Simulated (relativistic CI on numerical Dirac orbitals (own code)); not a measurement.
# What each ingredient does to the levels of Ti III

Base calculation: Dirac-Coulomb-Breit CI, orbitals from a KLI potential per configuration, model QED (radiative potential, 1s self-energy scaled to tabulated hydrogen-like ionisation energies), valence Slater integrals scaled by 0.85, P86 correlation energy added to each configuration.

Configuration list (outside the closed core [Ne] 3s2): 3p6.3d2, 3p6.3d.4s, 3p6.3d.4p, 3p6.4s2, 3p6.3d.5s, 3p6.3d.4d, 3p6.3d.5p, 3p6.4s.4p, 3p6.3d.4f, 3p6.3d.5d, 3p6.3d.5f, 3p6.3d.5g, 3p5.3d3, 3p6.4p2, 3p6.4s.4d. Levels of other configurations are missing.

The lowest level and the first level of each name with at least 55 % of one term (blank where a level has no safe partner in the second run):

```csv
Level,Base (cm⁻¹),Shift (cm⁻¹)
3p6.3d2 3F_2,0.0,0.0
3p6.3d2 3F_3,159.9,-0.4
3p6.3d2 3F_4,364.3,-1.4
3p6.3d2 1D_2,9423.3,-1059.7
3p6.3d2 3P_0,11431.0,-1318.1
3p6.3d2 3P_1,11486.5,-1317.5
3p6.3d2 3P_2,11584.6,-1315.7
3p6.3d2 1G_4,14826.4,-1717.2
3p6.3d2 1S_0,34514.6,-4027.9
3p6.3d.4s 3D_1,39824.5,-697.1
3p6.3d.4s 3D_2,39947.4,-697.7
3p6.3d.4s 3D_3,40151.5,-696.1
3p6.3d.4s 1D_2,43619.7,-1121.1
3p6.3d.4p 1D°_2,76289.1,-424.8
3p6.3d.4p 3D°_1,77820.4,-621.5
3p6.3d.4p 3D°_2,77976.9,-625.2
3p6.3d.4p 3D°_3,78212.4,-629.1
3p6.3d.4p 3F°_2,78227.3,-669.5
3p6.3d.4p 3F°_3,78520.8,-672.3
3p6.3d.4p 3F°_4,78897.7,-682.1
3p6.3d.4p 3P°_1,81630.9,-1036.8
3p6.3d.4p 3P°_0,81632.6,-1034.5
```

Correlation outside the listed configurations is missing or only estimated: errors of thousands of cm⁻¹ between configurations and terms are usual at this charge. Rates and lifetimes follow the computed energies and can be off by large factors. The fine structure of a lone outer electron comes out too small, for d and f at times inverted, and misplaced configurations move strength between like terms. 61 of the 64 excited levels that our extract of the measured tables holds in this range could be paired (the sources list more); they are missed by 831 cm⁻¹ on average and 3026 at most, and levels without a partner can miss by more.

Task: One thing was changed in a second run, which moved the levels as shown. Which?
A. configuration mixing switched off
B. non-relativistic limit
C. Breit term removed
D. valence Slater integrals scaled by 0.75
E. no correlation estimate
F. QED terms removed

Result: D. Valence Slater integrals scaled by 0.75. Scaling acts on the splittings between terms and on the mixing, and leaves the fine structure of pure LS terms nearly alone; in jj coupling it moves the levels of one term differently.
